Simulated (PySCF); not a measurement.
C3H7In, SMILES [CH]([InH][CH3])=C.

Geometry optimised at r2SCAN-D4/def2-SVP. The structure was generated by enumeration; whether it is a known compound was not checked. The def2 effective core potentials stand for the cores of In; spin–orbit coupling is left out. Other conformers were not sampled.

Computed with PBE/def2-TZVP run with PySCF.

Gas-phase values at a fixed geometry.

Computed frontier levels, gap, dipole moment and polarisability:
| Property | Result |
|---|---|
| highest occupied level | -6.12 eV |
| lowest empty level | -2.25 eV |
| orbital gap | 3.87 eV |
| dipole moment | 0.64 D |
| quadrupole, principal values (traceless, Buckingham form, about the centre of nuclear charge) | -2.66, 0.01, 2.65 D·Å |
| mean static polarisability | 78.5 bohr³ (11.63 Å³) |
| polarisability, principal values | 51.3, 74.7, 109.5 bohr³ |
